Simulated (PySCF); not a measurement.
# Electron affinity of Ba by level of theory

Ba- [Xe] 6s2 6p1 (2P) → Ba [Xe] 6s2 (1S), as a difference of total energies. Calculation: PySCF 2.14, in aug-cc-pVTZ-X2C with one added diffuse shell each of s, p, d, f type (10s9p7d4f, 100 functions); scalar relativity by spin-free X2C-1e. Correlated levels: valence: [Xe] frozen; valence and next inner shell: [Kr] 4d10 frozen. The calculations carry no spin-orbit coupling.

| method | electron affinity (eV) |
| --- | --- |
| UHF | -0.053 |
| MP2 (valence) | -0.027 |
| SCS-MP2 (valence) | -0.059 |
| CCSD (valence) | 0.122 |
| CCSD(T) (valence) | 0.156 |
| MP2 (valence and next inner shell) | -0.127 |
| SCS-MP2 (valence and next inner shell) | -0.141 |
| CCSD (valence and next inner shell) | 0.052 |
| CCSD(T) (valence and next inner shell) | 0.081 |

A first-order spin-orbit estimate (lowest level to lowest level, LS coupling) adds 0.029 eV.

Errors of the correlated levels include the incompleteness of this basis and the frozen core.

A negative affinity means that the anion lies above the atom at that level of theory.

The coupled-cluster amplitudes are large for Ba- (T1 above 0.03 or a double amplitude above 0.15), so a single reference is strained.

For comparison: 0.145 eV (measured; photodetachment measurements, as compiled on the Wikipedia data page of electron affinities).
